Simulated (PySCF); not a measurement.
Correlation energy of Au²⁺ (gold, charge +2)

[Xe] 4f14 5d8 6s1, high-spin 4F determinant (an excited configuration). All numbers are calculated (PySCF 2.14, a scalar-relativistic core potential, in def2-TZVPPD with the def2 core potential (60 electrons) (6s5p3d2f1g, 59 functions)). Frozen: nothing; 17 electrons correlated.

| level | correlation energy (mhartree) |
| --- | --- |
| CCSD | -441.66 |
| (T) | -10.46 |
| CCSD(T) | -452.12 |

Diagnostics: T1 = 0.0060, D1 = 0.0186, largest double amplitude 0.018.

Spin-orbit coupling, absent here, splits the open shell strongly.

Cost of the coupled-cluster step: of the order of 20 core-seconds, for 17 correlated electrons.

The basis has no tight functions for the innermost shells, so their pair energies are far from complete.

This basis was not built for core-valence correlation, so the inner-shell part is incomplete.
